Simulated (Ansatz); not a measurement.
Process, species as SMILES: F[SiH3] [fluorosilane] -> F[SiH2-] + H+
Each molecule is optimised on its own at B3LYP-D3(BJ)/def2-TZVP (Ansatz, a first-principles code). Frequencies are from Ansatz.

Property: gas-phase deprotonation energy (0 K, with B3LYP-D3(BJ) harmonic zero-point energies), in kcal/mol. Valence correlation only, unless marked. No spin-orbit coupling. No relativistic terms. Anions need diffuse functions: aug- sets have them; def2-D sets add few; the other sets have none. CBS marks a two-point X^-3 extrapolation of the correlation energy; Hartree-Fock from the larger set.

CCSD(T)/CBS(aug-cc-pV(T+d)Z,aug-cc-pV(Q+d)Z) (Ansatz) gives 373.2 kcal/mol.

Another calculation gave 368.1 kcal/mol. Which level was it?
A) BLYP/def2-TZVPD (Ansatz)
B) B3LYP/def2-TZVPD (Ansatz)
C) BHLYP/def2-TZVPD (Ansatz)
D) SVWN5/def2-TZVPD (Ansatz)

A, BLYP/def2-TZVPD (Ansatz). The others give 371.5 (B3LYP), 375.8 (BHLYP), 358.7 (SVWN5) kcal/mol.
